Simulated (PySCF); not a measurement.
# Name the molecule from its bond curve

A diatomic of charge +1 contains Sb. Its quartet curve at PBE0 in a double-zeta basis (scalar-relativistic core potentials, PySCF), in eV from the separated fragments:

```
R (Å)  E (eV)
2.895  -0.210
3.029  -0.282
3.164  -0.320
3.265  -0.333
3.366  -0.336
3.467  -0.332
3.602  -0.319
3.770  -0.295
3.972  -0.261
4.241  -0.215
```

The fit gives ωe = 100 cm⁻¹ and the rotational constant Bₑ = 0.07748 cm⁻¹.

Q: Which atom is the partner?

A: The minimum lies at 3.356 Å, so the reduced mass is 16.8576 u Å² cm⁻¹/(Bₑ·Re²) = 19.32 u. With Sb at 120.90 u the partner weighs about 23.0 u: Na. The molecule is NaSb⁺.

Spin–orbit coupling is left out. The state was picked by a PBE0 search and need not be the measured ground state.
